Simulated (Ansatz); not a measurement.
The input (input.yaml):

```yaml
crystal:
  periodic: [false, false, false]
  atoms:
    - { symbol: Si, position_ang: [0.08081, -0.125708, -0.22251] }
    - { symbol: Cl, position_ang: [-0.254811, 0.230116, 1.863588] }
    - { symbol: "N", position_ang: [1.705758, 0.032796, -0.739544] }
    - { symbol: H, position_ang: [2.385466, -0.653282, -0.366308] }
    - { symbol: H, position_ang: [2.122998, 0.979173, -0.690929] }
    - { symbol: O, position_ang: [-0.741715, 1.0741, -1.083051] }
    - { symbol: C, position_ang: [-2.117213, 1.293807, -0.677134] }
    - { symbol: H, position_ang: [-2.238803, 1.386524, 0.420934] }
    - { symbol: H, position_ang: [-2.447369, 2.242567, -1.137803] }
    - { symbol: H, position_ang: [-2.800705, 0.495308, -1.032381] }
    - { symbol: O, position_ang: [-0.292755, -1.74462, -0.531954] }
    - { symbol: C, position_ang: [-1.55379, -2.206336, 0.016454] }
    - { symbol: H, position_ang: [-1.696816, -1.924477, 1.07954] }
    - { symbol: H, position_ang: [-2.430317, -1.83938, -0.556999] }
    - { symbol: H, position_ang: [-1.553837, -3.309888, -0.046803] }
basis:
  gaussian: { orbitals: STO-3G }
hamiltonian:
  xc: pbe0
md:
  timestep: 1.0
  n_steps: 150
  ensemble: nve
  temperature: 1500.0
  initial_velocities: maxwell_boltzmann
  seed: 814654
```

Launched with:

```bash
$ ansatz run input.yaml --threads 1 --pin off --max-ram 2048MiB --backend cpu --events-out ev --progress --plain --runs-dir out
```

Hardware: 1 thread of AMD EPYC 9R45 96-Core Processor (Zen 5), with other jobs on the host.

**Question.** Roughly how long does this run take, and how much memory?

**Answer.** 4.4 min, with a peak of 0.16 GiB, for 151 ionic steps.
